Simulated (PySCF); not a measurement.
N-methyl thienopyrroledione (C₇H₅NO₂S), SMILES CN1C(=O)c2cscc2C1=O.

Coordinates come from a TPSSh-D3(BJ)/def2-SVP optimisation. A frequency run showed that this geometry is not a minimum.

Calculation: PySCF with PBE/def2-SVP.

Symmetry labels are those of the subgroup Cs that the program uses (full group Cs).

Computed valence orbital energies around the gap with their symmetry:
```tsv
orbital	symmetry	energy (eV)
HOMO−7	A"	-9.71
HOMO−6	A'	-9.49
HOMO−5	A'	-9.21
HOMO−4	A'	-7.05
HOMO−3	A'	-6.65
HOMO−2	A"	-6.63
HOMO−1	A'	-6.46
HOMO	A"	-6.11
LUMO	A"	-2.66
LUMO+1	A'	-2.32
LUMO+2	A"	-0.48
LUMO+3	A'	0.89
```
